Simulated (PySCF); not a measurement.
Compound: C₅H₉FSe.
Z-matrix (Å and degrees, PBE0-D3(BJ)/def2-SVP geometry), rows numbered from 1:
```
C 
C   1  1.5153
C   2  1.5341  1  116.83
Se  3  1.9714  2   92.00  1  -143.94
C   2  1.5425  1  115.37  3  -115.69
C   5  1.5024  2  118.67  1   -92.59
F   5  1.3753  2  110.12  1    32.78
H   1  1.0994  2  110.68  3    58.16
H   1  1.1010  2  111.35  3   178.11
H   1  1.1007  2  110.59  3   -62.15
H   2  1.1021  1  109.99  3   123.76
H   3  1.0992  2  113.24  1   -30.84
H   3  1.0980  2  116.03  1    97.57
H   6  1.1023  5  109.40  2    65.24
H   6  1.0974  5  110.99  2   -55.35
H   6  1.0997  5  110.25  2  -176.13
```

Computed with PySCF at CAM-B3LYP/def2-SVPD, non-relativistic, on one gas-phase PBE0-D3(BJ)/def2-SVP geometry that isn't relaxed in the solvent. The solvent is an IEF-PCM continuum (van der Waals radii × 1.2). Only the electrostatic response of the medium enters. Spin–orbit coupling is left out although an atom past zinc is present.

Gas phase at CAM-B3LYP/def2-SVPD: HOMO -7.71 eV, LUMO 0.29 eV, dipole 2.34 D.

Task: What does the continuum do to the energy, the frontier levels and the dipole at CAM-B3LYP/def2-SVPD in dimethylsulfoxide and water?

Result: 
```json
{"solvent": "dimethylsulfoxide", "ε": "46.83", "E(solvent) − E(gas) (kcal/mol)": "-4.23", "polarisation term (kcal/mol)": "-5.06", "distortion of the solute (kcal/mol)": "0.83", "HOMO (eV)": "-7.81", "LUMO (eV)": "0.33", "dipole (D)": "3.31"}
{"solvent": "water", "ε": "78.36", "E(solvent) − E(gas) (kcal/mol)": "-4.29", "polarisation term (kcal/mol)": "-5.15", "distortion of the solute (kcal/mol)": "0.86", "HOMO (eV)": "-7.82", "LUMO (eV)": "0.33", "dipole (D)": "3.33"}
```

The first energy column is the sum of the next two and covers electrostatics alone. From dimethylsulfoxide to water the lowering changes by a factor 1.02, Onsager's factor (ε − 1)/(2ε + 1) by 1.01 and ε itself by 1.7.

Task: Which radius a makes the point-dipole formula ΔE = −[(ε − 1)/(2ε + 1)]·μ²/a³ give the value in water, with the gas-phase dipole?

Result: μ = 0.919 au and |ΔE| = 0.00684 Eh give a = 2.08 Å; the farthest nucleus lies 2.97 Å from the centroid of the nuclei, so such a sphere wouldn't even hold the nuclei. The formula assumes a rigid point dipole at the centre of a sphere.

Task: How does the static polarisability (CAM-B3LYP/def2-SVPD, frozen core, with the continuum's full static response) change?

Result: 
| medium | isotropic (au) | principal values (au) | ⟨r²⟩ of the electrons (bohr²) |
| --- | --- | --- | --- |
| gas | 86.7 | 73.3, 88.8, 98.0 | 1062.4 |
| dimethylsulfoxide | 122.1 | 108.1, 121.5, 136.8 | 1062.0 |
| water | 122.8 | 108.9, 122.1, 137.4 | 1062.0 |

The isotropic value in water is 1.42 times the gas-phase one; no cavity-field correction is applied. ⟨r²⟩ is taken about the centre of nuclear charge.
